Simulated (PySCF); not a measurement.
Computed properties of GaCl₂I, SMILES [Cl][Ga]([Cl])[I]

GaCl2I, SMILES [Cl][Ga]([Cl])[I]. The structure is a stationary point at B3LYP-D3(BJ)/def2-SVP. The def2 effective core potentials stand for the cores of I; spin–orbit coupling is left out. One conformer was computed; it need not be the lowest. All values are computed for the isolated molecule unless a solvent is named; none is compared with measurement here.

**Structure.** The optimised structure has C2v symmetry. All 6 harmonic modes at B3LYP-D3(BJ)/def2-SVP (PySCF) are real, so it is a minimum. With heavy atoms numbered as in [Ga:1]([Cl:2])([Cl:3])[I:4], the shortest bond between them is Ga1–Cl2 at 2.143 Å and the longest Ga1–I4 at 2.477 Å.

**Vibrations.** The strongest infrared lines (harmonic, unscaled, degenerate partners summed) lie at 453 cm⁻¹ (70 km/mol, Cl 58 %, Ga 42 %), 411 cm⁻¹ (66 km/mol, Cl 66 %, Ga 33 %), 239 cm⁻¹ (15 km/mol, Ga 38 %, I 36 %, Cl 27 %). The softest mode is at 90 cm⁻¹ and the zero-point energy is 2.0 kcal/mol.

**Electronic structure.** M06-2X/def2-TZVP (PySCF) places the frontier levels at -9.46 and -1.51 eV, a gap of 7.95 eV, and gives a dipole moment of 0.97 D and a mean polarisability of 80.7 bohr³. PBE/def2-TZVP (PySCF) at the same geometry gives -7.12 and -3.25 eV, so its gap is 4.08 eV narrower. An orbital gap is neither the optical nor the fundamental gap.

**Excitations.** TDA-CAM-B3LYP/def2-SVPD (PySCF) has S1 at 4.67 eV (266 nm, f = 0.011, weak); the most intense of the 10 singlets computed lies at 6.33 eV (f = 0.25). T1 (TDA) is at 4.22 eV, 0.45 eV under S1. TDA-PBE/def2-SVPD (PySCF) puts S1 at 3.94 eV. No vertical singlet excitation falls in the visible range (under 3.1 eV).
